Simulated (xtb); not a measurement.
B(Me)3 (C₃H₉B), SMILES CB(C)C. All values are semi-empirical tight-binding results from xtb (GFN2-xTB unless named), good for trends rather than for accurate numbers. Coordinates come from a GFN2-xTB optimisation. The isomer is the one that the SMILES or the coordinates give; other isomers of the formula were not compared.

orbital gap: 4.95 eV
dipole moment: 0.04 D
zero-point energy: 70.6 kcal/mol
G − E(el) at 298.15 K (modified RRHO): 51.6 kcal/mol
static polarisability (D4 model): 50.6 bohr³
solvation energy, GFN2-xTB/ALPB(water): -0.3 kcal/mol
solvation energy, GFN2-xTB/ALPB(chcl3): -3.6 kcal/mol

Question: Give the IR lines (harmonic; lines under 4 % of the strongest left out, lines within 3 cm⁻¹ merged). (An estimate is asked for; the answer gives what the named calculation found.)

Answer: ν (cm⁻¹): 917 (s), 1182 (vs), 1384 (m), 3001 (m), 3021 (m), 3035 (m) (against the strongest line: vs over 80 %, s over 45 %, m over 15 %, w over 4 %, vw less)
